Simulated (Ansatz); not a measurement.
Steps of a relaxation of ClH7N2Si2, SMILES `N[Si](N)([SiH3])Cl` with RKS PBE0-D4/def2-TZVP.

```sh
$ ansatz run in.yaml --threads 4 --pin off --events-out ev --progress --plain --max-ram 10444MiB
```

```yaml
crystal:
  periodic: [false, false, false]
  atoms:
    - {symbol: N, position_ang: [-0.804823, 1.617901, -0.299729]}
    - {symbol: Si, position_ang: [-0.431678, 0.054098, 0.333667]}
    - {symbol: N, position_ang: [0.269317, 0.325371, 1.897408]}
    - {symbol: Si, position_ang: [0.816937, -1.110081, -1.284867]}
    - {symbol: Cl, position_ang: [-2.071143, -1.217256, 0.749647]}
    - {symbol: H, position_ang: [-1.317014, 2.270877, 0.301759]}
    - {symbol: H, position_ang: [-1.091472, 1.712952, -1.276892]}
    - {symbol: H, position_ang: [0.259766, -0.439526, 2.575953]}
    - {symbol: H, position_ang: [1.128960, 0.875301, 1.967431]}
    - {symbol: H, position_ang: [2.136083, -0.428128, -1.548258]}
    - {symbol: H, position_ang: [0.076520, -1.214840, -2.593946]}
    - {symbol: H, position_ang: [1.105446, -2.501970, -0.788273]}
basis:
  gaussian: {orbitals: def2-TZVP}
hamiltonian: {xc: pbe0, dispersion: d4}
relax: {f_tol: 0.005, max_steps: 150}
```

Positions (Å) and forces (eV/Å) along the path, 10 of 12 steps:

```xyz
12
step=1 energy=-31363.4713 eV
N    -0.805    1.618   -0.300   -0.375   -0.183    0.075
Si   -0.432    0.054    0.334   -0.117    0.367    0.324
N     0.269    0.325    1.897    0.207   -0.274   -0.137
Si    0.817   -1.110   -1.285    0.159   -0.156   -0.142
Cl   -2.071   -1.217    0.750    0.403    0.349   -0.089
H    -1.317    2.271    0.302    0.321   -0.404   -0.396
H    -1.091    1.713   -1.277    0.174   -0.068    0.621
H     0.260   -0.440    2.576    0.003    0.487   -0.442
H     1.129    0.875    1.967   -0.542   -0.334   -0.069
H     2.136   -0.428   -1.548   -0.287   -0.119    0.066
H     0.077   -1.215   -2.594    0.134    0.042    0.285
H     1.105   -2.502   -0.788   -0.079    0.293   -0.097
12
step=2 energy=-31363.5207 eV
N    -0.806    1.611   -0.292   -0.058   -0.233    0.027
Si   -0.413    0.058    0.321   -0.129    0.306    0.290
N     0.264    0.323    1.882    0.092   -0.102   -0.203
Si    0.822   -1.118   -1.281    0.052    0.008   -0.055
Cl   -2.039   -1.185    0.739    0.050    0.031   -0.041
H    -1.319    2.247    0.308    0.104   -0.106   -0.099
H    -1.092    1.710   -1.257    0.064   -0.001    0.149
H     0.262   -0.440    2.545   -0.011    0.133   -0.099
H     1.105    0.880    1.961   -0.139   -0.071   -0.006
H     2.125   -0.433   -1.537   -0.056   -0.055   -0.004
H     0.073   -1.209   -2.570    0.047    0.005    0.064
H     1.095   -2.499   -0.785   -0.017    0.083   -0.024
12
step=3 energy=-31363.5271 eV
N    -0.801    1.587   -0.296   -0.040   -0.108    0.090
Si   -0.436    0.046    0.336    0.129    0.147    0.001
N     0.269    0.318    1.873   -0.082   -0.080   -0.105
Si    0.819   -1.097   -1.272   -0.045   -0.025    0.025
Cl   -2.059   -1.189    0.744   -0.004   -0.001    0.017
H    -1.292    2.242    0.294   -0.016    0.066    0.020
H    -1.081    1.681   -1.258   -0.001    0.023   -0.076
H     0.262   -0.431    2.545   -0.004   -0.022    0.070
H     1.111    0.865    1.935    0.029    0.050    0.006
H     2.120   -0.422   -1.532    0.023    0.026    0.014
H     0.077   -1.184   -2.558   -0.014   -0.014   -0.047
H     1.088   -2.471   -0.778    0.024   -0.062   -0.014
12
step=4 energy=-31363.5298 eV
N    -0.806    1.592   -0.291   -0.029   -0.085    0.026
Si   -0.428    0.051    0.332    0.038    0.099    0.029
N     0.268    0.319    1.873   -0.005   -0.062   -0.074
Si    0.818   -1.106   -1.275   -0.014   -0.004    0.003
Cl   -2.050   -1.187    0.743   -0.016   -0.016    0.009
H    -1.300    2.243    0.301    0.006    0.026   -0.004
H    -1.080    1.692   -1.255    0.012    0.021   -0.018
H     0.262   -0.430    2.546   -0.002    0.009    0.032
H     1.104    0.878    1.944   -0.004    0.020    0.011
H     2.119   -0.428   -1.531    0.015    0.008    0.001
H     0.079   -1.194   -2.564   -0.005    0.001   -0.016
H     1.092   -2.484   -0.789    0.005   -0.018    0.001
12
step=7 energy=-31363.5324 eV
N    -0.817    1.579   -0.289    0.001   -0.007    0.009
Si   -0.424    0.046    0.337    0.013    0.028    0.025
N     0.283    0.307    1.870   -0.057   -0.020   -0.052
Si    0.813   -1.108   -1.282   -0.004    0.001    0.002
Cl   -2.038   -1.201    0.758   -0.003   -0.013    0.006
H    -1.304    2.247    0.289    0.006   -0.007    0.003
H    -1.052    1.690   -1.262    0.006    0.001   -0.004
H     0.266   -0.420    2.565    0.000   -0.004    0.017
H     1.080    0.912    1.966    0.035    0.022    0.000
H     2.122   -0.439   -1.526    0.002   -0.001    0.001
H     0.077   -1.172   -2.576    0.000    0.001   -0.003
H     1.072   -2.495   -0.814    0.001   -0.002   -0.003
12
step=8 energy=-31363.5326 eV
N    -0.819    1.575   -0.289   -0.002    0.001   -0.009
Si   -0.425    0.044    0.338    0.007   -0.005    0.004
N     0.283    0.307    1.868   -0.004   -0.001    0.010
Si    0.811   -1.107   -1.284    0.003   -0.003   -0.004
Cl   -2.034   -1.208    0.767    0.000    0.002    0.001
H    -1.302    2.247    0.287    0.001   -0.002    0.006
H    -1.044    1.688   -1.264   -0.001    0.001   -0.002
H     0.254   -0.409    2.574    0.001    0.003   -0.003
H     1.084    0.909    1.964   -0.002   -0.001   -0.005
H     2.120   -0.437   -1.525    0.002    0.002    0.000
H     0.076   -1.166   -2.578   -0.001    0.003   -0.002
H     1.072   -2.497   -0.823   -0.003    0.000    0.003
12
step=9 energy=-31363.5327 eV
N    -0.821    1.573   -0.290   -0.001    0.002    0.003
Si   -0.423    0.043    0.338    0.002   -0.003   -0.002
N     0.283    0.310    1.869   -0.002    0.002    0.000
Si    0.812   -1.107   -1.284    0.002   -0.001    0.002
Cl   -2.030   -1.212    0.768   -0.004    0.000    0.003
H    -1.304    2.244    0.288    0.000    0.000    0.001
H    -1.048    1.687   -1.264   -0.001    0.000   -0.002
H     0.257   -0.407    2.574    0.000    0.000    0.000
H     1.084    0.913    1.962    0.001    0.000   -0.001
H     2.125   -0.444   -1.518    0.003    0.000    0.000
H     0.081   -1.157   -2.582   -0.002    0.002    0.000
H     1.060   -2.500   -0.825    0.003   -0.004   -0.003
12
step=10 energy=-31363.5327 eV rejected
N    -0.824    1.571   -0.292    0.005   -0.005    0.003
Si   -0.423    0.042    0.338   -0.001    0.000    0.012
N     0.283    0.315    1.868    0.001    0.007   -0.007
Si    0.815   -1.109   -1.282   -0.007    0.005   -0.010
Cl   -2.028   -1.213    0.770   -0.004   -0.003   -0.001
H    -1.305    2.241    0.289    0.000    0.000   -0.004
H    -1.056    1.683   -1.265   -0.001    0.001   -0.001
H     0.261   -0.402    2.574    0.000   -0.004    0.004
H     1.084    0.918    1.957    0.004    0.001    0.005
H     2.135   -0.456   -1.508   -0.002    0.001    0.002
H     0.085   -1.138   -2.581    0.007   -0.005   -0.002
H     1.050   -2.508   -0.837   -0.001    0.002    0.000
12
step=11 energy=-31363.5327 eV
N    -0.821    1.571   -0.291    0.001   -0.001    0.002
Si   -0.424    0.042    0.339   -0.003    0.000    0.000
N     0.283    0.313    1.869    0.000    0.001   -0.003
Si    0.812   -1.108   -1.283    0.003   -0.001   -0.003
Cl   -2.031   -1.212    0.770    0.000    0.000    0.001
H    -1.303    2.243    0.288    0.000    0.000   -0.001
H    -1.052    1.684   -1.265   -0.001    0.000    0.000
H     0.258   -0.403    2.575    0.000   -0.001    0.001
H     1.085    0.914    1.959    0.001    0.000    0.001
H     2.128   -0.448   -1.512    0.001    0.001    0.001
H     0.084   -1.148   -2.583   -0.001    0.001    0.001
H     1.057   -2.504   -0.833    0.000    0.000    0.001
12
step=12 energy=-31363.5327 eV
N    -0.822    1.570   -0.292    0.000    0.000    0.002
Si   -0.424    0.041    0.340   -0.001   -0.003   -0.002
N     0.283    0.314    1.869    0.002    0.001    0.001
Si    0.813   -1.108   -1.283   -0.003    0.001    0.001
Cl   -2.030   -1.213    0.773    0.001    0.002    0.000
H    -1.302    2.242    0.287   -0.001    0.001   -0.002
H    -1.054    1.681   -1.266   -0.001    0.000    0.000
H     0.259   -0.401    2.576    0.000    0.000    0.000
H     1.086    0.916    1.957   -0.001   -0.002    0.001
H     2.131   -0.450   -1.506   -0.001   -0.001   -0.001
H     0.086   -1.140   -2.583    0.003   -0.001    0.000
H     1.053   -2.506   -0.837    0.000    0.001   -0.002
```

Run time 57 s (4 threads of an Arm Neoverse V1 on a shared host); peak host memory 0.65 GiB.
